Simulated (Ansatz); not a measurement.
C$_{2}$H$_{6}$In, doublet, at a GFN2-xTB geometry (such geometries of metal compounds can be far from the true shape) (the spin is typed, not shown lowest) (all electrons, no relativity). Base run: PBE0/3-21G in Ansatz (an electronic-structure program).

The Ansatz input:
Ansatz 0.2 input:
```yaml
crystal:
  periodic: [false, false, false]
  atoms:
    - {symbol: In, position_ang: [0.22209102, 0.00252529, 0.26012453]}
    - {symbol: C, position_ang: [0.99515327, 0.27581596, -1.99153319]}
    - {symbol: H, position_ang: [1.69127446, -0.51623116, -2.25950421]}
    - {symbol: H, position_ang: [1.47249947, 1.24515471, -2.11914099]}
    - {symbol: H, position_ang: [0.10558994, 0.21511946, -2.61559874]}
    - {symbol: C, position_ang: [-2.11912037, -0.28868504, 0.67609886]}
    - {symbol: H, position_ang: [-2.43430131, -1.17463738, 0.12790984]}
    - {symbol: H, position_ang: [-2.62698284, 0.58874743, 0.27981532]}
    - {symbol: H, position_ang: [-2.34673709, -0.40467801, 1.73302269]}
basis:
  gaussian:
    orbitals: 3-21G.json
hamiltonian:
  xc: pbe0
magnetization: {spin_polarized: true, initial_magnetization: 1}
```
The basis file holds 3-21G in the JSON format of the Basis Set Exchange.

The base run was repeated with changes; each row names its change, and settings that it needs were set with it.

```json
[
 {"change": "base", "E (Eh)": "-5796.45330", "<S^2>": "0.755"},
 {"change": "functional = pbe", "E (Eh)": "-5796.27153", "<S^2>": "0.752"},
 {"change": "functional = b3lyp", "E (Eh)": "-5796.96466", "<S^2>": "0.754"},
 {"change": "functional = wB97X", "E (Eh)": "-5796.97522", "<S^2>": "0.761"},
 {"change": "functional = b3lyp5", "E (Eh)": "-5796.70201", "<S^2>": "0.754"},
 {"change": "functional = pbe; dispersion = d4", "E (Eh)": "-5796.27653", "<S^2>": "0.752"},
 {"change": "functional = SVWN5", "E (Eh)": "-5790.85404", "<S^2>": "0.751"},
 {"change": "functional = hf", "E (Eh)": "-5793.84862", "<S^2>": "0.773"},
 {"change": "functional = revpbe", "E (Eh)": "-5796.57995", "<S^2>": "0.752"},
 {"change": "functional = pbe; dispersion = d3bj", "E (Eh)": "-5796.27664", "<S^2>": "0.752"},
 {"change": "functional = wB97M-V", "E (Eh)": "-5796.59507", "<S^2>": "0.757"},
 {"change": "functional = pbe; dispersion = d3bjatm", "E (Eh)": "-5796.27664", "<S^2>": "0.752"},
 {"change": "functional = wB97X-V", "E (Eh)": "-5796.52109", "<S^2>": "0.759"}
]
```

Totals shift with the method and basis; they matter in differences.
